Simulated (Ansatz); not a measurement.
C2H6BFSSi (`BC(=C)S[SiH2]F`) at its PBE0-D4/def2-TZVP geometry, where that method's forces vanish. Total charge 0; spin multiplicity 1.

```tsv
atom	x (Å)	y (Å)	z (Å)
B1	0.975	0.701	-0.807
C2	0.707	0.141	0.601
C3	1.511	0.526	1.605
S4	-0.520	-1.097	0.958
Si5	-1.903	-0.884	-0.627
F6	-1.470	-1.640	-1.965
H7	1.772	1.585	-0.912
H8	0.434	0.272	-1.781
H9	2.284	1.262	1.416
H10	1.438	0.125	2.612
H11	-3.137	-1.534	-0.135
H12	-2.091	0.544	-0.966
```

Q: For each bond, give half the difference of the two atoms' forces along it (eV/Å; positive pushes the atoms apart) under PBE-D4, r2SCAN-D4, B3LYP-D4, ωB97M-V in def2-TZVPP. (Best estimate.)

A: The calculation gave: 
```
   bond  length (Å)  PBE-D4  r2SCAN-D4  B3LYP-D4  ωB97M-V
  B1–C2       1.539   -0.19      -0.07      0.00     0.11
  B1–H7       1.195    0.09      -0.03     -0.11    -0.15
  B1–H8       1.194    0.05      -0.05     -0.13    -0.11
  C2–C3       1.343    0.49       0.23      0.07    -0.15
  C2–S4       1.779    0.07       0.12      0.22     0.19
  C3–H9       1.084    0.00      -0.08     -0.10    -0.05
 C3–H10       1.086   -0.02      -0.10     -0.08     0.00
 S4–Si5       2.114    0.04       0.03      0.12     0.02
 Si5–F6       1.597    0.51       0.03      0.20     0.19
Si5–H11       1.479    0.04      -0.04     -0.15    -0.18
Si5–H12       1.480    0.01      -0.03     -0.13    -0.16
```

B3LYP here is the variant with VWN-RPA as its local correlation; programs differ in this.

Computed with Ansatz.
